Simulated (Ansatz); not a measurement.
Level of theory: Ansatz (a first-principles code) with PBE0-D3(BJ)/def2-TZVP. No frequencies were computed at this level.

Ansatz 0.2 input:
```yaml
crystal:
  periodic: [false, false, false]
  atoms:
    - { symbol: C, position_ang: [-0.338934, 1.140071, 0.09522] }
    - { symbol: C, position_ang: [-0.146938, -0.323588, -0.365] }
    - { symbol: N, position_ang: [1.228307, -0.638547, -0.694342] }
    - { symbol: N, position_ang: [-0.594656, -1.290031, 0.61709] }
    - { symbol: H, position_ang: [-0.010834, 1.829568, -0.680051] }
    - { symbol: H, position_ang: [-1.387207, 1.337686, 0.310101] }
    - { symbol: H, position_ang: [0.243215, 1.328179, 0.997892] }
    - { symbol: H, position_ang: [-0.740556, -0.491297, -1.273475] }
    - { symbol: H, position_ang: [1.823411, -0.515001, 0.118281] }
    - { symbol: H, position_ang: [1.565899, -0.032035, -1.431657] }
    - { symbol: H, position_ang: [-0.065981, -1.190245, 1.477504] }
    - { symbol: H, position_ang: [-1.575725, -1.154761, 0.828435] }
basis:
  gaussian: { orbitals: def2-tzvp }
hamiltonian:
  xc: pbe0
  dispersion: d3bj
relax:
  max_steps: 150
```

Output:

```
Functional definition: PBE0
1022 factors; their error is unknown
mean field evaluation 1: about -5168.9756 eV, gradient 7.4e1 eV
mean field evaluation 2: about -5160.6049 eV, gradient 9.4e1 eV
mean field evaluation 4: about -5180.1887 eV, gradient 4.2e0 eV
mean field evaluation 8: about -5180.2239 eV, gradient 5.0e-2 eV
mean field evaluation 16: about -5180.2096 eV, gradient 2.6e-5 eV
mean field -5180.20958116 eV, -190.3691908355 hartree, gradient 2.6e-5 eV, S^2 0.000000; 0 other end points of the search recorded, 0 dependent functions left out
reference -5180.20960943 eV, -190.3691918744 hartree; 17, 17 occupied and 155, 155 virtual orbitals, 1022 factors
relax step   1: F+E_penalty+E_count = -5180.38453952 eV  Δ(F+E_penalty+E_count) = +0.000e0 eV  max|allowed force component| = 5.982e-1 eV/Å  Δτ_max = 0.0000 Å  (26 SCF iters, accepted)
these checks for a lower state are left out or cut short: starts, cluster_reference, orbital_swaps, neighbouring_geometries, increment
1022 factors; their error is unknown
mean field -5180.21983367 eV, -190.3695676083 hartree, gradient 6.3e-6 eV, S^2 0.000000; 0 other end points of the search recorded, 0 dependent functions left out
reference -5180.21986192 eV, -190.3695686464 hartree; 17, 17 occupied and 155, 155 virtual orbitals, 1022 factors
relax step   2: F+E_penalty+E_count = -5180.39473495 eV  Δ(F+E_penalty+E_count) = -1.020e-2 eV  max|allowed force component| = 2.954e-1 eV/Å  Δτ_max = 0.0143 Å  (31 SCF iters, accepted)
these checks for a lower state are left out or cut short: starts, cluster_reference, orbital_swaps, neighbouring_geometries, increment
1022 factors; their error is unknown
mean field -5180.22263944 eV, -190.3696707186 hartree, gradient 6.0e-6 eV, S^2 0.000000; 0 other end points of the search recorded, 0 dependent functions left out
reference -5180.22266760 eV, -190.3696717531 hartree; 17, 17 occupied and 155, 155 virtual orbitals, 1022 factors
relax step   3: F+E_penalty+E_count = -5180.39772949 eV  Δ(F+E_penalty+E_count) = -2.995e-3 eV  max|allowed force component| = 7.683e-2 eV/Å  Δτ_max = 0.0118 Å  (31 SCF iters, accepted)
these checks for a lower state are left out or cut short: starts, cluster_reference, orbital_swaps, neighbouring_geometries, increment
1022 factors; their error is unknown
mean field evaluation 32: about -5180.2381 eV, gradient 1.1e0 eV
mean field -5180.22217809 eV, -190.3696537643 hartree, gradient 5.9e-6 eV, S^2 0.000000; 0 other end points of the search recorded, 0 dependent functions left out
reference -5180.22220614 eV, -190.3696547950 hartree; 17, 17 occupied and 155, 155 virtual orbitals, 1022 factors
relax step   4: F+E_penalty+E_count = -5180.39719366 eV  Δ(F+E_penalty+E_count) = +5.358e-4 eV  max|allowed force component| = 1.620e-1 eV/Å  Δτ_max = 0.0081 Å  (31 SCF iters, rejected (line search))
these checks for a lower state are left out or cut short: starts, cluster_reference, orbital_swaps, neighbouring_geometries, increment
1022 factors; their error is unknown
mean field -5180.22306448 eV, -190.3696863383 hartree, gradient 6.0e-6 eV, S^2 0.000000; 0 other end points of the search recorded, 0 dependent functions left out
reference -5180.22309256 eV, -190.3696873703 hartree; 17, 17 occupied and 155, 155 virtual orbitals, 1022 factors
relax step   5: F+E_penalty+E_count = -5180.39817348 eV  Δ(F+E_penalty+E_count) = -4.440e-4 eV  max|allowed force component| = 9.833e-3 eV/Å  Δτ_max = 0.0040 Å  (31 SCF iters, accepted)
1022 factors; their error is unknown
mean field evaluation 64: about -5180.2231 eV, gradient 2.1e-3 eV
mean field -5180.22306448 eV, -190.3696863383 hartree, gradient 6.0e-6 eV, S^2 0.000000; 1 other end points of the search recorded, 0 dependent functions left out
reference -5180.22309256 eV, -190.3696873703 hartree; 17, 17 occupied and 155, 155 virtual orbitals, 1022 factors
Total energy: -5180.39820156 eV, -190.3761225075 hartree
Atom 0 at    -0.337809     1.121735     0.087675 Å, force    -0.000313     0.009833     0.004450 eV/Å
Atom 1 at    -0.142846    -0.326085    -0.360552 Å, force    -0.002985    -0.006182    -0.007222 eV/Å
Atom 2 at     1.232560    -0.645499    -0.704113 Å, force    -0.006561    -0.007539     0.000162 eV/Å
Atom 3 at    -0.601100    -1.300805     0.615012 Å, force     0.004831    -0.003468    -0.008032 eV/Å
Atom 4 at    -0.010046     1.825799    -0.683339 Å, force    -0.000821    -0.003616     0.002687 eV/Å
Atom 5 at    -1.388615     1.333133     0.308396 Å, force     0.004098    -0.001858    -0.000851 eV/Å
Atom 6 at     0.244928     1.316684     0.994560 Å, force    -0.001101    -0.002486    -0.002765 eV/Å
Atom 7 at    -0.736755    -0.489981    -1.267540 Å, force    -0.001520    -0.000425    -0.002324 eV/Å
Atom 8 at     1.830464    -0.507432     0.104761 Å, force     0.003636     0.003856     0.002981 eV/Å
Atom 9 at     1.565130    -0.007411    -1.416839 Å, force     0.001939     0.005226     0.001530 eV/Å
Atom 10 at    -0.082613    -1.191145     1.481023 Å, force     0.000148     0.002608     0.005489 eV/Å
Atom 11 at    -1.573298    -1.128995     0.840955 Å, force    -0.001351     0.004051     0.003896 eV/Å
Dipole moment:    -0.046254     0.504294     0.186215 e Å
```

Cost: about 22 core-seconds (a rough figure).
